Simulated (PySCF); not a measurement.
SMILES F[SiH](F)C[SiH3], singlet, PBE0/def2-SVP optimised geometry.

```
11

Si    -0.50    -0.36     0.00
C     -1.15    -1.28     1.52
Si    -0.42    -0.76     3.13
F      1.02    -1.48     3.33
F     -0.12     0.83     3.09
H     -0.98    -1.04    -1.24
H      0.99    -0.36     0.00
H     -0.99     1.04     0.00
H     -0.96    -2.36     1.40
H     -2.25    -1.15     1.56
H     -1.24    -1.03     4.33
```

Density from PBE0/def2-TZVP run with PySCF at that geometry.

Minimum of the electron density along straight lines between bonded atoms, close to the bond critical point (lines longer than 1.1 times the sum of covalent radii, or with two minima, are not listed):

```tsv
bond	length / Å	ρ at the minimum / e bohr⁻³	∇²ρ there / e bohr⁻⁵	position (fraction from the first atom)
Si1–C2	1.893	0.113	0.17	0.39
C2–Si3	1.847	0.129	0.19	0.61
Si3–F4	1.616	0.134	0.92	0.42
Si3–F5	1.619	0.133	0.91	0.42
Si1–H6	1.494	0.119	0.15	0.49
Si1–H7	1.493	0.120	0.15	0.49
Si1–H8	1.492	0.120	0.16	0.49
C2–H9	1.104	0.261	-0.83	0.64
C2–H10	1.104	0.261	-0.83	0.64
Si3–H11	1.481	0.128	0.13	0.49
```
